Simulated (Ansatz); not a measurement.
Computed with Ansatz on PBE0-D4/def2-TZVP structures; ΔE is electronic, products minus reactants. CCSD(T)/CBS adds triple-zeta CCSD(T) − MP2 to the extrapolated MP2 energy (def2 sets, frozen cores). Functionals use def2-TZVPP. Each species was taken in one conformer, which may not be the lowest.

`NBOC[SiH2]F` → `BN[Si](C)(O)F`  (isomerisation)

CCSD(T)/CBS gives -187.0 kJ/mol.

Q: Another level gave -163.9 kJ/mol. Which?
A. MP2/def2-TZVPP
B. PBE0/def2-TZVPP
C. SCS-MP2/def2-TZVPP
D. PBE/def2-TZVPP

A: D. PBE -163.9, PBE0 -173.6, SCS-MP2/def2-TZVPP -185.1, MP2/def2-TZVPP -192.6 kJ/mol.

Largest T1 diagnostic among the species: 0.012.

From PBE to PBE0 (25 % exact exchange), in def2-TZVPP and without D4, ΔE moves by −9.7 kJ/mol. The D4 term adds −6.0 kJ/mol with B3LYP and −3.2 kJ/mol with PBE0; it sums over pairs of atoms, weighted by their polarisabilities, and B3LYP, whose exchange is more repulsive, gets the larger term.

B3LYP here is the variant with VWN-RPA as its local correlation; programs differ in this.
